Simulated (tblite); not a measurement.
C5H10F2O2Si.
SMILES with atom numbers: `[CH3:1][O:2][C@@H:3]1[C@H:4]([SiH3:5])[C@H:6]1[O:7][CH:8]([F:9])[F:10]` (hydrogens: H11, H12, H13 on C1; H14 on C3; H15 on C4; H16, H17, H18 on Si5; H19 on C6; H20 on C8)

Structure optimised with GFN2-xTB, isolated species.

List the bond lengths, angles and torsions at this level.

```csv
bond,length (bohr)
C1–O2,2.669
O2–C3,2.620
C3–C4,2.823
C4–Si5,3.571
C4–C6,2.844
C6–O7,2.667
O7–C8,2.546
C8–F9,2.575
C8–F10,2.531
C3–C6,2.834
"C1–H11, C1–H12, C1–H13",2.065
C3–H14,2.056
C4–H15,2.045
"Si5–H16, Si5–H17",2.758
Si5–H18,2.774
C6–H19,2.050
C8–H20,2.094
```

Bonds in one row agree within 0.02 bohr and their mean is given. A selection of angles:
```csv
angle,degrees
C1–O2–C3,113.8
O2–C3–C4,115.0
O2–C3–C6,118.7
C4–C3–C6,60.4
C3–C4–Si5,114.1
C3–C4–C6,60.0
Si5–C4–C6,118.2
C4–C6–O7,119.5
C3–C6–C4,59.6
C3–C6–O7,116.4
C6–O7–C8,114.3
O7–C8–F9,111.6
O7–C8–F10,108.9
F9–C8–F10,105.9
```

Torsions: C1–O2–C3–C4 151° (antiperiplanar); O2–C3–C4–Si5 0° (synperiplanar); C3–C4–C6–O7 -105° (anticlinal); C4–C6–O7–C8 -77° (synclinal); C6–O7–C8–F9 -80° (synclinal); O2–C3–C6–C4 104° (anticlinal).

The 3-membered ring C3–C4–C6 has internal angles of 59.6° to 60.4°. Si5 (SiH3 silicon) is distorted tetrahedral (angles from 105.9° to 111.9°). O7 (ether oxygen) is bent (angle 114.3°). The 2 C–F bonds span 1.339 Å (C8–F10, drawn single) to 1.363 Å (C8–F9, drawn single), a spread of 0.024 Å. Of the pairs four or more bonds apart, C4···H20 is among the closest relative to their van der Waals radii: 2.82 Å, 97 % of the sum of Bondi's values. The 4 C–O bonds span 1.347 Å (O7–C8, drawn single) to 1.412 Å (C1–O2, drawn single), a spread of 0.065 Å.

Point group: C1 (no symmetry element, even within 0.4 Å). Its GFN2-xTB frequencies are all real (lowest 36 cm⁻¹). One conformer, not necessarily the lowest. 2 starts were optimised and ended at 0.00 and 0.96 kcal/mol (GFN2-xTB); the lowest of these is shown.

All values are computed, not measured.
